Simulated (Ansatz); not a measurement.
Geometry optimisation, Ansatz 0.2.0, RHF/def2-SVP.

input.yaml

```yaml
crystal:
  periodic: [false, false, false]
  atoms:
    - { symbol: B, position_ang: [-0.010453, 0.47796, -0.405255] }
    - { symbol: F, position_ang: [0.070402, -0.16617, 2.03243] }
    - { symbol: F, position_ang: [1.138293, -0.054883, -0.668297] }
    - { symbol: H, position_ang: [-1.043827, -0.073883, -0.587362] }
    - { symbol: Br, position_ang: [-0.023088, 2.403104, 0.165878] }
    - { symbol: H, position_ang: [0.136474, 0.696472, 2.319906] }
basis:
  gaussian: { orbitals: def2-SVP }
hamiltonian:
  xc: hf
relax:
  f_tol: 0.03
  max_steps: 50
```

Run as:

```bash
$ ansatz run input.yaml --threads 1 --pin off --max-ram 2048MiB --backend cpu --events-out ev --progress --plain --runs-dir out
```

Q: Where does it end, and by what steps?

A: It converged. After 7 steps the energy has fallen by 0.056 eV; H6 moved furthest, 0.29 Å.

```tsv
step	energy less start (eV)	largest force component (eV/Å)	accepted
0	0.0000	0.898	yes
1	-0.0333	1.104	yes
2	-0.0170	0.805	no
3	-0.0503	0.356	yes
4	-0.0540	0.185	yes
5	-0.0555	0.051	yes
6	-0.0557	0.054	yes
7	-0.0558	0.004	yes
```

```xyz
6
Properties=species:S:1:pos:R:3
B -0.018 0.538 -0.462
F 0.031 -0.174 2.079
F 1.134 -0.028 -0.660
H -1.036 -0.049 -0.617
Br -0.046 2.428 -0.048
H 0.203 0.567 2.566
```

The run took 15 s on 1 thread of Arm Neoverse V1 (shared host), peak memory 0.16 GiB.
